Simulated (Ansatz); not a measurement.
Reaction (substitution at a C–B bond): `CB(C)BN` + `C=C(O)O` → `C=C(O)OC` + `CBBN`

Isolated molecules relaxed with PBE0-D4/def2-TZVP in Ansatz; ΔE leaves out vibrations. CBS: MP2 limit from def2 TZ/QZ plus the TZ coupled-cluster correction, frozen cores. DFT in def2-TZVPP. B3LYP here is the variant with VWN-RPA as its local correlation; programs differ in this. One conformer a species, not always the lowest.

`CB(C)BN`:

Cartesian coordinates in Å:
```
C -0.262 1.579 -0.726
B 0.152 0.116 -0.327
C 1.595 -0.375 -0.704
B -0.952 -0.915 0.422
N -1.172 -1.013 1.795
H 0.310 1.999 -1.559
H -1.329 1.735 -0.897
H -0.008 2.191 0.155
H 1.483 -0.859 -1.687
H 2.018 -1.138 -0.045
H 2.321 0.432 -0.845
H -1.631 -1.643 -0.264
H -1.845 -1.641 2.200
H -0.680 -0.468 2.483
```

`C=C(O)O`:

```xyz
8

C     0.261    0.007   -1.103
C    -0.036   -0.146    0.185
O    -0.117   -1.340    0.786
O    -0.295    0.847    1.067
H     0.450   -0.860   -1.717
H     0.316    0.991   -1.546
H    -0.345   -1.193    1.711
H    -0.233    1.694    0.617
```

`C=C(O)OC`:

```xyz
11

C    -0.958   -0.446   -1.024
C    -0.438    0.619   -0.414
O    -0.806    1.876   -0.714
O     0.495    0.631    0.556
C     0.990   -0.617    0.987
H    -1.704   -0.297   -1.788
H    -0.653   -1.448   -0.774
H    -0.301    2.470   -0.149
H     1.723   -0.405    1.762
H     1.469   -1.151    0.161
H     0.184   -1.232    1.398
```

`CBBN`:

Cartesian coordinates in Å:
```
C 0.823 -1.377 0.775
B -0.374 -0.383 0.635
B -0.306 1.080 -0.180
N -0.660 1.313 -1.506
H 0.517 -2.425 0.842
H 1.261 -1.147 1.761
H 1.625 -1.272 0.042
H -1.367 -0.659 1.264
H 0.090 2.045 0.433
H -0.601 2.220 -1.937
H -1.008 0.604 -2.129
```

```
             level  ΔE (kcal/mol)  difference from CCSD(T)/CBS
            PBE-D4           21.0                          0.3
         r2SCAN-D4           21.1                          0.4
           PBE0-D4           21.3                          0.6
          B3LYP-D4           19.6                         -1.1
           ωB97X-V           19.5                         -1.2
           ωB97M-V           20.7                          0.0
            B2PLYP           19.8                         -0.9
               PBE           20.9                          0.2
            r2SCAN           21.1                          0.4
              PBE0           21.1                          0.4
             B3LYP           19.4                         -1.3
     HF/def2-TZVPP           17.7                         -3.0
    MP2/def2-TZVPP           21.3                          0.6
SCS-MP2/def2-TZVPP           19.7                         -1.0
   CCSD/def2-TZVPP           20.1                         -0.6
CCSD(T)/def2-TZVPP           20.2                         -0.5
     HF/def2-QZVPP           17.6                         -3.1
    MP2/def2-QZVPP           21.6                          0.9
SCS-MP2/def2-QZVPP           20.1                         -0.6
      HF/CBS(def2)           17.6                         -3.1
     MP2/CBS(def2)           21.8                          1.1
    CCSD/CBS(def2)           20.7                          0.0
       CCSD(T)/CBS           20.7                            0
```

Largest T1 diagnostic among the species: 0.012.

In def2-TZVPP, CCSD(T) changes the Hartree–Fock value by +2.4 kcal/mol (the triples alone add +0.1 kcal/mol) and MP2 by +3.5 kcal/mol.
